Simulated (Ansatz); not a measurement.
Reaction (formal exchange of groups at a C–C bond): `C[CH](C)[Ga]([CH3])[Cl]` + `C1OC[SiH2]1` → `CC1OC[SiH2]1` + `C[CH2][Ga]([CH3])[Cl]`

Isolated molecules relaxed with PBE0-D4/def2-TZVP in Ansatz; ΔE leaves out vibrations. CCSD(T)/CBS adds triple-zeta CCSD(T) − MP2 to the extrapolated MP2 energy (def2 sets, frozen cores). Functionals use def2-TZVPP. B3LYP here is the variant with VWN-RPA as its local correlation; programs differ in this. For Ga outer-core shells are correlated without core-valence functions, which leaves a few kJ/mol of doubt a bond. Scalar relativity is left out up to krypton. One conformer a species, not always the lowest.

```csv
level,ΔE (kcal/mol)
B3LYP-D4,-4.4
PBE0,-4.9
```

Question: What does CCSD(T)/CBS give? (Best estimate.)

Answer: Ansatz gave: -4.1 kcal/mol. The listed levels differ from it by -0.3, -0.8 kcal/mol.

Largest T1 diagnostic among the species: 0.012.

In def2-TZVPP, CCSD(T) changes the Hartree–Fock value by +1.2 kcal/mol (the triples alone add +0.1 kcal/mol) and MP2 by +1.3 kcal/mol. The D4 term adds +0.8 kcal/mol with B3LYP and +0.4 kcal/mol with PBE0; it sums over pairs of atoms, weighted by their polarisabilities, and B3LYP, whose exchange is more repulsive, gets the larger term.
